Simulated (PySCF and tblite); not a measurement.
Results of a calculation; reference values are marked as such.
System: C₆H₁₀O₂, numbered as in [CH2:1]=[CH:2][C@@H:3]([CH2:4][CH3:5])[C:6](=[O:7])[OH:8].

For the shift of H on O8 from O8 to O7: electronic barrier 32.45 kcal/mol, zero-point change -3.13 kcal/mol, thermal and entropy terms at 350 K a further 0.03 kcal/mol (symmetry numbers apart). The minimum is C1, the saddle C1. Geometries: PBE0-D3(BJ)/def2-SVP; energies: PBE0/pcSseg-1 + D3(BJ); zero-point and thermal terms from GFN2-xTB harmonic modes (soft modes blended into free rotors). Rates follow Eyring's equation with the number of equivalent paths and no tunnelling. Run with tblite and PySCF.

(1) How many equivalent paths lead out of the minimum?

(2) Work out the rate at 350 K.

Tunnelling of the moving H, left out here, will speed the real process. In real samples such hydrogens mostly exchange between molecules or through solvent, far faster than by this path.

## Answers

(1) 1: the symmetry number of the minimum is 1, that of the saddle displaced along its mode 1.

(2) ΔG‡ = 29.35 kcal/mol; k_B T/h = 7.3×10¹² s⁻¹; exp(−ΔG‡/RT) = 4.7×10⁻¹⁹; times 1 gives k = 3.4×10⁻⁶ s⁻¹.
